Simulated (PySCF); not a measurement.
Correlation energy of W⁶⁰⁺ (tungsten, charge +60)

[Ne] 3s2 3p2, high-spin 3P determinant. Computed with PySCF 2.14 in an uncontracted even-tempered set (16 s from 16 bohr⁻², ratio 2.5; 10 p from 21 bohr⁻², ratio 2.5; 4 d from 81 bohr⁻², ratio 2.7; 4 f from 120 bohr⁻², ratio 2.7), with no relativity, point nucleus. Frozen: 1s2; 12 electrons correlated; the 17 highest virtual orbitals of each spin left out.

```tsv
level	correlation energy (mhartree)
CCSD	-557.56
(T)	-1.29
CCSD(T)	-558.85
```

Diagnostics: T1 = 0.00071, D1 = 0.0031, largest double amplitude 0.081.

A non-relativistic calculation at this Z misses sizeable relativistic shifts. Spin-orbit coupling is strong in this species (close to jj coupling), so the high-spin LS determinant is a model state, not a physical level.

Cost of the coupled-cluster step: about 17 core-seconds, for 12 correlated electrons.

Iterations:

```
CC2 = 0
CCSD nocc = (np.int64(7), np.int64(5)), nmo = (76, 76)
frozen orbitals [[0, 77, 78, 79, 80, 81, 82, 83, 84, 85, 86, 87, 88, 89, 90, 91, 92, 93], [0, 77, 78, 79, 80, 81, 82, 83, 84, 85, 86, 87, 88, 89, 90, 91, 92, 93]]
max_cycle = 100
direct = 0
conv_tol = 1e-08
conv_tol_normt = 1e-06
diis_space = 8
diis_start_cycle = 0
Init t2, MP2 energy = -0.516800231508665
Init E_corr(UCCSD) = -0.516800231511883
cycle = 1  E_corr(UCCSD) = -0.544981900552668  dE = -0.028181669  norm(t1,t2) = 0.019674
cycle = 2  E_corr(UCCSD) = -0.553318746861499  dE = -0.00833684631  norm(t1,t2) = 0.00698836
cycle = 3  E_corr(UCCSD) = -0.557638260558319  dE = -0.0043195137  norm(t1,t2) = 0.00260112
cycle = 4  E_corr(UCCSD) = -0.557560765981947  dE = 7.74945764e-05  norm(t1,t2) = 0.000105601
cycle = 5  E_corr(UCCSD) = -0.557562148821234  dE = -1.38283929e-06  norm(t1,t2) = 3.5747e-06
cycle = 6  E_corr(UCCSD) = -0.557561767807327  dE = 3.81013907e-07  norm(t1,t2) = 2.68148e-07
cycle = 7  E_corr(UCCSD) = -0.557561809939449  dE = -4.21321222e-08  norm(t1,t2) = 4.30302e-08
cycle = 8  E_corr(UCCSD) = -0.557561820219612  dE = -1.02801632e-08  norm(t1,t2) = 1.7262e-08
cycle = 9  E_corr(UCCSD) = -0.557561824846888  dE = -4.62727512e-09  norm(t1,t2) = 1.08841e-08
UCCSD converged
E(UCCSD) = -11255.13429102412  E_corr = -0.5575618248468875
UCCSD(T) correction = -0.00129219112007797
```

At this charge a non-relativistic calculation is a model, useful for the Z dependence of the correlation energy.

Spin-orbit coupling is strong in this species, so the high-spin LS determinant is a model state.
